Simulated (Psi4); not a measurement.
FO (SMILES [O]F), doublet, at a GFN2-xTB geometry, atoms displaced at random by about 0.08 Å a coordinate; B3LYP/6-31G, gradient (Psi4 1.11).

The Psi4 input:
```
memory 2 GB

molecule mol {
0 2
O     0.044415    0.039569   -0.766295
F     0.071628   -0.013545    0.498308
symmetry c1
no_reorient
no_com
}

set {
  basis 6-31g
  reference uks
}

gradient('b3lyp')
print_variables()
```

The log (banner, timings and long lists left out):

```
gradient() will perform analytic gradient computation.

   => Loading Basis Set <=

    Name: 6-31G
    Role: ORBITAL
    Keyword: BASIS

         ---------------------------------------------------------
                                   SCF
               by Justin Turney, Rob Parrish, Andy Simmonett
                          and Daniel G. A. Smith
                              UKS Reference
         ---------------------------------------------------------

  ==> Geometry <==

    Molecular point group: c1
    Full point group: C1

    Geometry (in Angstrom), charge = 0, multiplicity = 2:

       Center              X                  Y                   Z               Mass
    ------------   -----------------  -----------------  -----------------  -----------------
         O            0.044415000000     0.039569000000    -0.766295000000    15.994914619570
         F            0.071628000000    -0.013545000000     0.498308000000    18.998403162730

  Running in c1 symmetry.

  Rotational constants: A =    130.04005  B =      1.19238  C =      1.18155 [cm^-1]
  Rotational constants: A = 3898502.70389  B =  35746.72071  C =  35421.92482 [MHz]
  Nuclear repulsion =   30.095138607229593

  Charge       = 0
  Multiplicity = 2
  Electrons    = 17
  Nalpha       = 9
  Nbeta        = 8

  ==> Algorithm <==

  SCF Algorithm Type is DF.
  DIIS enabled.
  MOM disabled.
  Fractional occupation disabled.
  Guess Type is SAD.
  Energy threshold   = 1.00e-08
  Density threshold  = 1.00e-08
  Integral threshold = 1.00e-12

  ==> Primary Basis <==

  Basis Set: 6-31G
    Blend: 6-31G
    Number of shells: 10
    Number of basis functions: 18
    Number of Cartesian functions: 18
    Spherical Harmonics?: false
    Max angular momentum: 1

  ==> DFT Potential <==

   => LibXC <=

    Version 7.1.2
    S. Lehtola, C. Steigemann, M. J. T. Oliveira, and M. A. L. Marques,  SoftwareX 7, 1–5 (2018) (10.1016/j.softx.2017.11.002)

   => Composite Functional: B3LYP <=

    B3LYP Hyb-GGA Exchange-Correlation Functional

    P. J. Stephens, F. J. Devlin, C. F. Chabalowski, and M. J. Frisch,  J. Phys. Chem. 98, 11623 (1994) (10.1021/j100096a001)

    Deriv               =              1
    GGA                 =           TRUE
    Meta                =          FALSE

    Exchange Hybrid     =           TRUE
    MP2 Hybrid          =          FALSE

   => Exchange Functionals <=

    0.0800   Slater exchange
    0.7200         Becke 88

   => Exact (HF) Exchange <=

    0.2000               HF

   => Correlation Functionals <=

    0.1900   Vosko, Wilk & Nusair (VWN5_RPA)
    0.8100   Lee, Yang & Parr

   => LibXC Density Thresholds  <==

    XC_HYB_GGA_XC_B3LYP:  1.00E-15

   => Molecular Quadrature <=

    Radial Scheme          =       TREUTLER
    Pruning Scheme         =           NONE
    Nuclear Scheme         =       TREUTLER

    Blocking Scheme        =         OCTREE
    BS radius alpha        =              1
    Pruning alpha          =              1
    Radial Points          =             75
    Spherical Points       =            302
    Total Points           =          42399
    Total Blocks           =            373
    Max Points             =            256
    Max Functions          =             18
    Weights Tolerance      =       1.00E-15

   => Loading Basis Set <=

    Name: (6-31G AUX)
    Role: JKFIT
    Keyword: DF_BASIS_SCF

  ==> Integral Setup <==

  SCF_SUBTYPE=INCORE selected. In-core MEM_DF algorithm will be used.
  Using in-core AOs.

  ==> MemDFJK: Density-Fitted J/K Matrices <==

    J tasked:                   Yes
    K tasked:                   Yes
    wK tasked:                   No
    Algorithm:                 Core
    Schwarz Cutoff:           1E-12
    Mask sparsity (%):       0.0000
    Fitting Condition:        1E-10

   => Auxiliary Basis Set <=

  Basis Set: (6-31G AUX)
    Blend: CC-PVDZ-JKFIT
    Number of shells: 48
    Number of basis functions: 162
    Number of Cartesian functions: 162
[...]
  @DF-UKS Final Energy:  -174.82040913629555
    Total Energy =                       -174.8204091362955523
[...]
 Dipole Y            :         -0.3715354            0.3678295           -0.0037059
 Dipole Z            :          3.1979458           -3.1097106            0.0882352
 Magnitude           :                                                    0.0883334

 ------------------------------------------------------------------------------------

         ------------------------------------------------------------
                                   SCF GRAD
                          Rob Parrish, Justin Turney,
                       Andy Simmonett, and Alex Sokolov
         ------------------------------------------------------------

  ==> Geometry <==

    Molecular point group: c1
    Full point group: C1

    Geometry (in Angstrom), charge = 0, multiplicity = 2:

       Center              X                  Y                   Z               Mass
    ------------   -----------------  -----------------  -----------------  -----------------
         O            0.044415000000     0.039569000000    -0.766295000000    15.994914619570
         F            0.071628000000    -0.013545000000     0.498308000000    18.998403162730

  Nuclear repulsion =   30.095138607229593

  ==> Basis Set <==

  Basis Set: 6-31G
    Blend: 6-31G
    Number of shells: 10
    Number of basis functions: 18
    Number of Cartesian functions: 18
    Spherical Harmonics?: false
    Max angular momentum: 1

  ==> DFJKGrad: Density-Fitted SCF Gradients <==

    Gradient:                    1
    J tasked:                  Yes
    K tasked:                  Yes
    wK tasked:                  No
    Integrals threads:           1
    Schwarz Cutoff:          1E-12
    Fitting Condition:       1E-10

   => Auxiliary Basis Set <=

  Basis Set: (6-31G AUX)
    Blend: CC-PVDZ-JKFIT
    Number of shells: 48
    Number of basis functions: 162
    Number of Cartesian functions: 162
    Spherical Harmonics?: false
    Max angular momentum: 3

  ==> DFT Potential <==

   => LibXC <=

    Version 7.1.2
    S. Lehtola, C. Steigemann, M. J. T. Oliveira, and M. A. L. Marques,  SoftwareX 7, 1–5 (2018) (10.1016/j.softx.2017.11.002)

   => Composite Functional: B3LYP <=

    B3LYP Hyb-GGA Exchange-Correlation Functional

    P. J. Stephens, F. J. Devlin, C. F. Chabalowski, and M. J. Frisch,  J. Phys. Chem. 98, 11623 (1994) (10.1021/j100096a001)

    Deriv               =              1
    GGA                 =           TRUE
    Meta                =          FALSE

    Exchange Hybrid     =           TRUE
    MP2 Hybrid          =          FALSE

   => Exchange Functionals <=

    0.0800   Slater exchange
    0.7200         Becke 88

   => Exact (HF) Exchange <=

    0.2000               HF

   => Correlation Functionals <=

    0.1900   Vosko, Wilk & Nusair (VWN5_RPA)
    0.8100   Lee, Yang & Parr

   => LibXC Density Thresholds  <==

    XC_HYB_GGA_XC_B3LYP:  1.00E-15

   => Molecular Quadrature <=

    Radial Scheme          =       TREUTLER
    Pruning Scheme         =           NONE
    Nuclear Scheme         =       TREUTLER

    Blocking Scheme        =         OCTREE
    BS radius alpha        =              1
    Pruning alpha          =              1
    Radial Points          =             75
    Spherical Points       =            302
    Total Points           =          42399
    Total Blocks           =            373
    Max Points             =            256
    Max Functions          =             18
    Weights Tolerance      =       1.00E-15

  -Total Gradient:
     Atom            X                  Y                   Z
    ------   -----------------  -----------------  -----------------
       1        0.003313149571    -0.006466564754     0.153963873560
       2       -0.003313302349     0.006466862944    -0.153970973231

  Variable Map:
  ----------------------------------------------------------------------------
[...]
  Array Variable Map:
  ----------------------------------------------------------------------------
[...]
[...]
```
